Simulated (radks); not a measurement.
Values are calculated unless marked as measured or tabulated.
Problem. Coulomb parameter of the 4f shell of the neodymium ion Nd+ in the model configuration [Xe] 4f3 6s1 6p1, as a second difference U = [E(n + 0.25) + E(n - 0.25) - 2 E(n)] / (0.25)^2 with all orbitals relaxed. "Bare": the charge of the atom changes with n. "Screened": the 6p shell takes up the change at fixed total charge, which measures U(4f,4f) + U(6p,6p) - 2 U(4f,6p). Code: a radial shooting solver on a logarithmic mesh with Libxc functionals. Model: Dirac Kohn-Sham, LDA (Slater exchange, Perdew-Wang correlation), spin-unpolarised, spherical densities, point nucleus; open shells are shared between the two j in proportion to 2j + 1. Estimate both.

Solution. U(bare) = 15.419 eV, U(screened by 6p) = 8.251 eV, against the Slater integral F0(4f,4f) = 25.688 eV with frozen orbitals.
